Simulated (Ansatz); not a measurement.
Reaction (formal exchange of groups at the Si–S bond): `NCS[SiH3]` + `BC(C)F` → `BC(C)(F)[SiH3]` + `NCS`

Gas-phase electronic energies from Ansatz, PBE0-D4/def2-TZVP geometries. CBS: MP2 limit from def2 TZ/QZ plus the TZ coupled-cluster correction, frozen cores. Functionals use def2-TZVPP. B3LYP here is the variant with VWN-RPA as its local correlation; programs differ in this. HSE06 is defined as in plane-wave codes. One conformer a species, not always the lowest.

```
         level  ΔE (kcal/mol)  difference from CCSD(T)/CBS
     revPBE-D4           12.5                         -2.7
       PBE0-D4           14.2                         -1.0
    r2SCANh-D4           14.3                         -0.9
    r2SCAN0-D4           15.1                         -0.1
      HSE06-D4           14.3                         -0.9
       ωB97X-V           15.4                          0.2
         B3LYP           15.9                          0.7
       r2SCAN0           15.2                          0.0
       LC-ωPBE           15.2                          0.0
MP2/def2-TZVPP           15.6                          0.4
   CCSD(T)/CBS           15.2                            0
```

Question: What do rigid-rotor, harmonic-oscillator terms from PBE0-D4/def2-TZVP frequencies (298.15 K, 1 bar) make of the CCSD(T)/CBS value? (Estimate.)

Answer: The calculation gave: ΔZPE = -1.7 kcal/mol, ΔH = +13.6 kcal/mol, ΔS = -12 J/(mol·K), ΔG = +14.4 kcal/mol. Modes under 50 cm⁻¹ make the entropy rough.

Largest T1 diagnostic among the species: 0.013.

At CCSD(T), def2-SVP lies −1.4 kcal/mol from the extrapolated value and def2-TZVPP −0.5 kcal/mol. From r2SCAN to r2SCAN0 (25 % exact exchange), in def2-TZVPP and without D4, ΔE moves by +1.3 kcal/mol.
